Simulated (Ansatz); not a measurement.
Ligand-field states of V(NH2)3 (VN₃H₆) at its PBE-D4/def2-SVP geometry (relaxed as a triplet).

```xyz
10

V     0.120   -0.128   -0.327
N    -1.716    0.089   -0.227
H    -2.277    0.430    0.564
H    -2.344   -0.123   -1.015
N     1.077    1.455   -0.517
H     0.699    2.277   -1.005
H     1.897    1.751    0.026
N     0.767   -1.619    0.578
H     0.217   -2.479    0.694
H     1.560   -1.651    1.228
```

CASSCF(2,5) on the V 3d shell in def2-SVP, averaged with equal weights over 10 triplets and 15 singlets, then SC-NEVPT2; Ansatz, no spin–orbit coupling. The space holds no ligand orbitals and no second d shell, so covalent complexes are described poorly.

Task: Estimate the states' energies above the lowest.

Result: 
```json
{"state": "triplet 1", "CASSCF (cm⁻¹)": "0", "NEVPT2 (cm⁻¹)": "0"}
{"state": "triplet 2", "CASSCF (cm⁻¹)": "3129", "NEVPT2 (cm⁻¹)": "5897"}
{"state": "triplet 3", "CASSCF (cm⁻¹)": "6730", "NEVPT2 (cm⁻¹)": "9293"}
{"state": "triplet 4", "CASSCF (cm⁻¹)": "12522", "NEVPT2 (cm⁻¹)": "14187"}
{"state": "triplet 5", "CASSCF (cm⁻¹)": "13503", "NEVPT2 (cm⁻¹)": "16068"}
{"state": "triplet 6", "CASSCF (cm⁻¹)": "14887", "NEVPT2 (cm⁻¹)": "16994"}
{"state": "triplet 7", "CASSCF (cm⁻¹)": "16716", "NEVPT2 (cm⁻¹)": "19881"}
{"state": "triplet 8", "CASSCF (cm⁻¹)": "24177", "NEVPT2 (cm⁻¹)": "25750"}
{"state": "triplet 9", "CASSCF (cm⁻¹)": "25234", "NEVPT2 (cm⁻¹)": "28063"}
{"state": "triplet 10", "CASSCF (cm⁻¹)": "40572", "NEVPT2 (cm⁻¹)": "42110"}
{"state": "singlet 1", "CASSCF (cm⁻¹)": "10584", "NEVPT2 (cm⁻¹)": "9427"}
{"state": "singlet 2", "CASSCF (cm⁻¹)": "10769", "NEVPT2 (cm⁻¹)": "9573"}
{"state": "singlet 3", "CASSCF (cm⁻¹)": "14369", "NEVPT2 (cm⁻¹)": "13817"}
{"state": "singlet 4", "CASSCF (cm⁻¹)": "15240", "NEVPT2 (cm⁻¹)": "16518"}
{"state": "singlet 5", "CASSCF (cm⁻¹)": "17227", "NEVPT2 (cm⁻¹)": "18301"}
{"state": "singlet 6", "CASSCF (cm⁻¹)": "24840", "NEVPT2 (cm⁻¹)": "25000"}
{"state": "singlet 7", "CASSCF (cm⁻¹)": "25850", "NEVPT2 (cm⁻¹)": "26593"}
{"state": "singlet 8", "CASSCF (cm⁻¹)": "26441", "NEVPT2 (cm⁻¹)": "27418"}
{"state": "singlet 9", "CASSCF (cm⁻¹)": "27671", "NEVPT2 (cm⁻¹)": "28976"}
{"state": "singlet 10", "CASSCF (cm⁻¹)": "28057", "NEVPT2 (cm⁻¹)": "30014"}
{"state": "singlet 11", "CASSCF (cm⁻¹)": "33418", "NEVPT2 (cm⁻¹)": "35339"}
{"state": "singlet 12", "CASSCF (cm⁻¹)": "35201", "NEVPT2 (cm⁻¹)": "37834"}
{"state": "singlet 13", "CASSCF (cm⁻¹)": "46501", "NEVPT2 (cm⁻¹)": "48126"}
{"state": "singlet 14", "CASSCF (cm⁻¹)": "46595", "NEVPT2 (cm⁻¹)": "48276"}
{"state": "singlet 15", "CASSCF (cm⁻¹)": "60415", "NEVPT2 (cm⁻¹)": "58200"}
```
The lowest NEVPT2 state is a triplet. Run time 5.5 s (4 threads of Intel Xeon 6975P-C on a shared host).
